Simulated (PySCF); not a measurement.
C4H3S (SMILES [c-]1ccsc1), charge -1, singlet, geometry from GFN2-xTB (in this run its highest filled SCF level lies above zero, so its values depend strongly on the basis, on diffuse functions most of all); B97-1/6-31G run with PySCF.

Input for PySCF:
```python
from pyscf import gto, scf, dft

mol = gto.Mole()
mol.atom = '''
    S    -0.005375   -0.048157    1.218419
    C     0.019862    1.307726   -0.163200
    C    -0.016961   -1.175655   -0.087082
    C     0.017210    0.812955   -1.371054
    C    -0.004057   -0.620932   -1.325629
    H     0.032994    2.305663    0.240934
    H    -0.033413   -2.229529    0.160926
    H    -0.009908   -1.250181   -2.214778
'''
mol.basis = '6-31g'
mol.charge = -1
mol.spin = 0
mol.verbose = 4
mol.build()

mf = dft.RKS(mol)
mf.xc = 'b97-1'
mf.kernel()
mf.analyze()
```

What the program printed (banner, timings and long lists left out):

```
PySCF version 2.14.0

[INPUT] verbose = 4
[INPUT] num. atoms = 8
[INPUT] num. electrons = 44
[INPUT] charge = -1
[INPUT] spin (= nelec alpha-beta = 2S) = 0
[INPUT] symmetry False subgroup None
[INPUT] Mole.unit = angstrom
[INPUT] Symbol           X                Y                Z      unit          X                Y                Z       unit  Magmom
[INPUT]  1 S     -0.005375000000  -0.048157000000   1.218419000000 AA   -0.010157277920  -0.091003540981   2.302478214966 Bohr   0.0
[INPUT]  2 C      0.019862000000   1.307726000000  -0.163200000000 AA    0.037533740286   2.471243985973  -0.308403303529 Bohr   0.0
[INPUT]  3 C     -0.016961000000  -1.175655000000  -0.087082000000 AA   -0.032051644799  -2.221665966976  -0.164561130379 Bohr   0.0
[INPUT]  4 C      0.017210000000   0.812955000000  -1.371054000000 AA    0.032522186604   1.536262301596  -2.590916561989 Bohr   0.0
[INPUT]  5 C     -0.004057000000  -0.620932000000  -1.325629000000 AA   -0.007666618887  -1.173391421978  -2.505075752781 Bohr   0.0
[INPUT]  6 H      0.032994000000   2.305663000000   0.240934000000 AA    0.062349623754   4.357071605543   0.455299274096 Bohr   0.0
[INPUT]  7 H     -0.033413000000  -2.229529000000   0.160926000000 AA   -0.063141419000  -4.213199196775   0.304106066322 Bohr   0.0
[INPUT]  8 H     -0.009908000000  -1.250181000000  -2.214778000000 AA   -0.018723406442  -2.362499696135  -4.185323846712 Bohr   0.0

nuclear repulsion = 188.720438737433
number of shells = 33
number of NR pGTOs = 146
number of NR cGTOs = 55
basis = 6-31g
ecp = {}

******** <class 'pyscf.dft.rks.RKS'> ********
method = RKS
initial guess = minao
damping factor = 0
level_shift factor = 0
DIIS = <class 'pyscf.scf.diis.CDIIS'>
diis_start_cycle = 1
diis_space = 8
diis_damp = 0
SCF conv_tol = 1e-09
SCF conv_tol_grad = None
SCF max_cycles = 50
direct_scf = True
direct_scf_tol = 1e-13
XC library pyscf.dft.libxc version 7.1.2
    S. Lehtola, C. Steigemann, M. J. T. Oliveira, and M. A. L. Marques,  SoftwareX 7, 1–5 (2018)
XC functionals = b97-1
    F. A. Hamprecht, A. J. Cohen, D. J. Tozer, and N. C. Handy,  J. Chem. Phys. 109, 6264 (1998)
radial grids:
    Treutler-Ahlrichs [JCP 102, 346 (1995); DOI:10.1063/1.469408] (M4) radial grids

becke partition: Becke, JCP 88, 2547 (1988); DOI:10.1063/1.454033
pruning grids: <function nwchem_prune>
grids dens level: 3
symmetrized grids: False
atomic radii adjust function: <function treutler_atomic_radii_adjust>
small_rho_cutoff = 0
Set gradient conv threshold to 3.16228e-05
Initial guess from minao.
tot grids = 104776
init E= -552.935343289425
  HOMO = -0.24447506904754  LUMO = -0.0715684742619058  gap/eV = 4.70503
cycle= 1 E= -552.077696894353  delta_E= 0.858  |g|= 0.537  |ddm|= 3.24
  HOMO = 0.168560381754558  LUMO = 0.268429622291198  gap/eV = 2.71758
cycle= 2 E= -551.803367533033  delta_E= 0.274  |g|= 1.04  |ddm|= 3.35
  HOMO = 0.0494297965804158  LUMO = 0.227900108684439  gap/eV = 4.85642
cycle= 3 E= -552.153002446671  delta_E= -0.35  |g|= 0.245  |ddm|= 2.85
  HOMO = 0.0364020113537771  LUMO = 0.20429236854333  gap/eV = 4.56853
cycle= 4 E= -552.172128982516  delta_E= -0.0191  |g|= 0.0487  |ddm|= 0.445
  HOMO = 0.0394253246815841  LUMO = 0.204351351714418  gap/eV = 4.48787
cycle= 5 E= -552.172362074673  delta_E= -0.000233  |g|= 0.0394  |ddm|= 0.122
  HOMO = 0.0389835893405597  LUMO = 0.20628161313393  gap/eV = 4.55241
cycle= 6 E= -552.172854495505  delta_E= -0.000492  |g|= 0.00728  |ddm|= 0.0611
  HOMO = 0.0385888392261351  LUMO = 0.206170419422409  gap/eV = 4.56013
cycle= 7 E= -552.172869160795  delta_E= -1.47e-05  |g|= 0.00212  |ddm|= 0.0122
  HOMO = 0.0384577101493389  LUMO = 0.206140440658445  gap/eV = 4.56288
cycle= 8 E= -552.172870540834  delta_E= -1.38e-06  |g|= 0.000224  |ddm|= 0.00392
  HOMO = 0.0384774339525691  LUMO = 0.206124497933443  gap/eV = 4.56191
cycle= 9 E= -552.172870558704  delta_E= -1.79e-08  |g|= 0.000134  |ddm|= 0.000791
  HOMO = 0.0384742314171294  LUMO = 0.206132489154008  gap/eV = 4.56221
cycle= 10 E= -552.17287056443  delta_E= -5.73e-09  |g|= 2.26e-05  |ddm|= 0.000238
  HOMO = 0.0384769665775688  LUMO = 0.206131142531149  gap/eV = 4.56210
cycle= 11 E= -552.172870564595  delta_E= -1.65e-10  |g|= 4.29e-06  |ddm|= 4.93e-05
  HOMO = 0.0384760059993439  LUMO = 0.206130505654269  gap/eV = 4.56211
Extra cycle  E= -552.172870564588  delta_E= 7.05e-12  |g|= 5.69e-06  |ddm|= 1.64e-05
converged SCF energy = -552.172870564588
**** SCF Summaries ****
Total Energy =                        -552.172870564587583
Nuclear Repulsion Energy =             188.720438737433085
One-electron Energy =                -1140.511153735804555
Two-electron Energy =                  399.617844433783944
Two-electron Coulomb Energy =          448.288201597902116
DFT Exchange-Correlation Energy =      -48.670357164118151
HOMO-LUMO gap [eV] =                     4.562111308100119
**** MO energy ****
MO #1   energy= -88.6737129754848  occ= 2
MO #2   energy= -10.0179846570969  occ= 2
MO #3   energy= -9.9906571671075   occ= 2
MO #4   energy= -9.9886353967189   occ= 2
MO #5   energy= -9.92829659517345  occ= 2
MO #6   energy= -7.75732278457482  occ= 2
MO #7   energy= -5.70735319562341  occ= 2
MO #8   energy= -5.70340853474803  occ= 2
MO #9   energy= -5.6996801730632   occ= 2
MO #10  energy= -0.655950500391802 occ= 2
MO #11  energy= -0.514598515219418 occ= 2
MO #12  energy= -0.501225391913736 occ= 2
MO #13  energy= -0.354855820946526 occ= 2
MO #14  energy= -0.32452930122259  occ= 2
MO #15  energy= -0.271582338494104 occ= 2
MO #16  energy= -0.179588754178001 occ= 2
MO #17  energy= -0.160787944218742 occ= 2
MO #18  energy= -0.157046936039565 occ= 2
MO #19  energy= -0.134833082145695 occ= 2
MO #20  energy= -0.0352325190065206 occ= 2
MO #21  energy= -0.0170999833909184 occ= 2
MO #22  energy= 0.0384760059993439 occ= 2
MO #23  energy= 0.206130505654269  occ= 0
MO #24  energy= 0.237956760466708  occ= 0
MO #25  energy= 0.296303622420091  occ= 0
MO #26  energy= 0.311779596665111  occ= 0
MO #27  energy= 0.327979513057168  occ= 0
MO #28  energy= 0.347962693869229  occ= 0
MO #29  energy= 0.368249890808274  occ= 0
MO #30  energy= 0.496211792371664  occ= 0
 ** Mulliken pop on meta-lowdin orthogonal AOs  **
 ** Mulliken pop  **
 ** Mulliken atomic charges  **
charge of    0S =     -0.13376
charge of    1C =     -0.26222
charge of    2C =     -0.27284
charge of    3C =     -0.40798
charge of    4C =     -0.16565
charge of    5H =      0.08374
charge of    6H =      0.08736
charge of    7H =      0.07135

WARN: System has nonzero charge -1; the dipole moment is origin-dependent.
Location of origin: [0. 0. 0.]

Dipole moment(X, Y, Z, Debye): -0.03890, -2.14709,  1.91003
```
